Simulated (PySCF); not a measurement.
**Spinor energies of Ne (neon, neutral)**

Start: [Ne]. Calculated with PySCF 2.14 in x2c-SVPall-2c with one added diffuse shell of s type (4s2p1d, 15 functions): generalised Hartree-Fock with the X2C-1e Hamiltonian and a Gaussian nucleus; one run each with spin-orbit coupling (SO) switched off, then screened by Boettger's factors.

```json
{"spinor shell": "1s1/2", "electrons": "2", "ε, spin-free (eV)": "-892.34", "ε, screened SO (eV)": "-892.34", "weight of nominal j (screened SO)": "1.000", "rms radius, screened SO (bohr)": "0.183"}
{"spinor shell": "2s1/2", "electrons": "2", "ε, spin-free (eV)": "-51.377", "ε, screened SO (eV)": "-51.377", "weight of nominal j (screened SO)": "1.000", "rms radius, screened SO (bohr)": "0.994"}
{"spinor shell": "2p1/2", "electrons": "2", "ε, spin-free (eV)": "-22.825", "ε, screened SO (eV)": "-22.903", "weight of nominal j (screened SO)": "1.000", "rms radius, screened SO (bohr)": "1.08"}
{"spinor shell": "2p3/2", "electrons": "4", "ε, spin-free (eV)": "-22.825", "ε, screened SO (eV)": "-22.786", "weight of nominal j (screened SO)": "1.000", "rms radius, screened SO (bohr)": "1.09"}
```

```
   quantity   spin-free  screened SO
E (hartree)  -128.51259   -128.51260
        M_J           0            0
       ⟨J²⟩       0.000        0.000
       ⟨L²⟩       0.000        0.000
       ⟨S²⟩       0.000        0.000
```

Without spin-orbit coupling the j labels of p, d and f shells carry no meaning; the spin-free column gives the mean over the occupied spinors of each nl shell.
